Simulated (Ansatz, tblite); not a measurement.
Cost and result up the ladder for Cu(NH3)F (CuNFH₃) (6 atoms). The state is a singlet with charge 0. Geometry: PBE-D4/def2-TZVP.

Cartesian coordinates in Å:
```
Cu 1.0402 -0.4808 -0.2040
N -0.6624 0.3062 0.1299
H -1.4229 -0.3654 -0.0185
H -0.8354 1.1053 -0.4888
H -0.7377 0.6448 1.0948
F 2.6181 -1.2102 -0.5134
```

Ansatz on 4 threads of Arm Neoverse V1 on a shared host; xTB runs through tblite on one thread. Times are rough, summed over both states, and most runs start from the orbitals of an earlier one. CCSD(T)/def2-TZVPP serves as the yardstick here, not as an exact answer. The other state is a doublet.

The xTB rows come from tblite. Correlated methods freeze 11 core orbitals.

Correlated methods converge slowly with the basis.

Raw xTB energies of ions are shifted by several eV.

| level | functions | vertical IE (eV) | difference from CCSD(T)/def2-TZVPP (eV) |
| --- | --- | --- | --- |
| r2SCAN-D4/def2-TZVP | 125 | 8.90 | 0.04 |
| CCSD(T)/def2-TZVPP | 168 | 8.86 | 0.00 |
| GFN1-xTB | 23 | 13.62 | 4.76 |
| PBE0-D4/def2-TZVP (with forces) | 125 | 8.85 | -0.01 |
| GFN2-xTB | 20 | 13.46 | 4.60 |

(1) Estimate how long each takes.

Answers

(1) GFN2-xTB 0.005 s; GFN1-xTB 0.006 s; PBE0-D4/def2-TZVP (with forces) 8.2 s; r2SCAN-D4/def2-TZVP 9.2 s; CCSD(T)/def2-TZVPP 2.2 min. On shared hardware such times vary by a factor of up to 3.
